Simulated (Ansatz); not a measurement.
Basis-set series for `N=[CH][Al]1[CH2][CH2]1`. Total charge 0; spin multiplicity 1. Geometry: relaxed with PBE0-D4/def2-TZVP. It is one conformer, not always the lowest.

```json
{"functional": "PBE0-D4", "basis": "def2-TZVPP", "functions": "250", "energy (Eh)": "-414.77097", "HOMO (eV)": "-5.99", "LUMO (eV)": "-2.02"}
{"functional": "PBE0-D4", "basis": "def2-QZVPP", "functions": "478", "energy (Eh)": "-414.78791", "HOMO (eV)": "-6.00", "LUMO (eV)": "-2.06"}
{"functional": "ωB97M-V", "basis": "def2-TZVPP", "functions": "250", "energy (Eh)": "-414.99578", "HOMO (eV)": "-8.17", "LUMO (eV)": "-0.14"}
{"functional": "ωB97M-V", "basis": "def2-QZVPP", "functions": "478", "energy (Eh)": "-415.01213", "HOMO (eV)": "-8.19", "LUMO (eV)": "-0.24"}
```

Q: Give the rows for def2-SVP. (Estimate.)

A: The calculation gave: 
```tsv
functional	basis	functions	energy (Eh)	HOMO (eV)	LUMO (eV)
PBE0-D4	def2-SVP	104	-414.49076	-5.94	-1.90
ωB97M-V	def2-SVP	104	-414.70663	-8.11	0.01
```

Results of the Gaussian-basis code of Ansatz.
